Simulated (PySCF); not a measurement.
First SCF of a structure search on doublet MoNF₂, at a hand-made trigonal pyramidal geometry. PySCF input:

```python
from pyscf import gto, scf, dft
mol = gto.M(atom='''
Mo     0.000000    -0.328820    -0.000000
N      1.752320     0.124360     0.000030
F     -0.645810     0.801450    -1.544640
F     -0.645770     0.801440     1.544620''',
    basis={'Mo': 'def2-TZVP', 'N': 'def2-TZVP', 'F': 'def2-TZVP'},
    ecp={'Mo': 'def2-TZVP'},
    charge=0, spin=1)
mf = dft.UKS(mol, xc='PBE0')
mf.grids.atom_grid = (50, 194)
aux = {'Mo': 'def2-universal-JKFIT', 'N': 'def2-universal-JKFIT', 'F': 'def2-universal-JKFIT'}
mf = mf.density_fit(auxbasis=aux)
mf.conv_tol = 1e-08
mf.diis_space = 10
mf.max_cycle = 60
mf.init_guess = 'minao'
mf.verbose = 4
mf.kernel()
```

Excerpt of the output (cycles alone):

```
init E= -315.657898838597
cycle= 1 E= -322.284983015922  delta_E= -6.63  |g|= 0.726  |ddm|= 2.73
cycle= 2 E= -318.072630997121  delta_E= 4.21  |g|= 3.39  |ddm|= 1.96
cycle= 3 E= -322.456725661446  delta_E= -4.38  |g|= 0.274  |ddm|= 1.69
cycle= 4 E= -322.373772993047  delta_E= 0.083  |g|= 0.524  |ddm|= 0.357
cycle= 5 E= -322.478552151621  delta_E= -0.105  |g|= 0.135  |ddm|= 0.275
cycle= 6 E= -322.486586407366  delta_E= -0.00803  |g|= 0.0237  |ddm|= 0.0767
cycle= 7 E= -322.487253696652  delta_E= -0.000667  |g|= 0.00957  |ddm|= 0.0339
cycle= 8 E= -322.487655682971  delta_E= -0.000402  |g|= 0.00788  |ddm|= 0.0265
cycle= 9 E= -322.488169021951  delta_E= -0.000513  |g|= 0.00668  |ddm|= 0.0358
cycle= 10 E= -322.48883375711  delta_E= -0.000665  |g|= 0.00704  |ddm|= 0.0522
cycle= 11 E= -322.489295985121  delta_E= -0.000462  |g|= 0.00702  |ddm|= 0.0455
cycle= 12 E= -322.489712967033  delta_E= -0.000417  |g|= 0.00403  |ddm|= 0.0759
cycle= 13 E= -322.489733287425  delta_E= -2.03e-05  |g|= 0.000759  |ddm|= 0.0129
cycle= 14 E= -322.4897341126  delta_E= -8.25e-07  |g|= 0.000383  |ddm|= 0.00164
cycle= 15 E= -322.489734907713  delta_E= -7.95e-07  |g|= 0.000656  |ddm|= 0.00498
cycle= 16 E= -322.489735257018  delta_E= -3.49e-07  |g|= 0.000299  |ddm|= 0.00293
cycle= 17 E= -322.489735465071  delta_E= -2.08e-07  |g|= 8.65e-05  |ddm|= 0.002
cycle= 18 E= -322.489735490093  delta_E= -2.5e-08  |g|= 3.79e-05  |ddm|= 0.000436
cycle= 19 E= -322.489735490532  delta_E= -4.38e-10  |g|= 3.89e-05  |ddm|= 0.000241
Extra cycle  E= -322.48973547906  delta_E= 1.15e-08  |g|= 0.000174  |ddm|= 0.000108
converged SCF energy = -322.48973547906  <S^2> = 1.0473432  2S+1 = 2.2780195
```

No lower solution of this spin was found from smeared starts or by a stability analysis within the unrestricted form.

Other spin states or occupations of the open shell can lie lower.

The search for the lowest solution, 3 starts and the stability check together, took 18 s on 4 threads of a shared Arm Neoverse V1 host, with 133 basis functions; the process peaked at 0.57 GiB.
